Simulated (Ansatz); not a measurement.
Low-lying states of CoF

Calculated in Ansatz's Gaussian-basis code. State-averaged CASSCF with equal weights; occupations are averaged over the states; levels count from the state that is lowest in CASSCF. The basis is small, far from the limit. No symmetry is imposed, so a solution can break that of the shape. The lowest solution met needn't be the lowest there is, nor hold the orbitals that a chemist would pick. CASSCF levels without dynamic correlation can be off by over 1 eV. The average may hold one member of a degenerate pair alone.

Geometry: bond length 2.6025 Å. A bond is stretched, to 1.42 times the sum of the covalent radii.

Basis def2-SVP, nonrelativistic, 6 orbitals frozen in the corrections; active space CAS(14,9). Averaged: 2 triplets.

CASSCF levels: triplet 0.00, triplet 0.02 eV.

(1) How does SC-NEVPT2 move them?

## Answers

(1) triplet 0.00, triplet 0.01 eV, in the same order of listing. The lowest state stays.
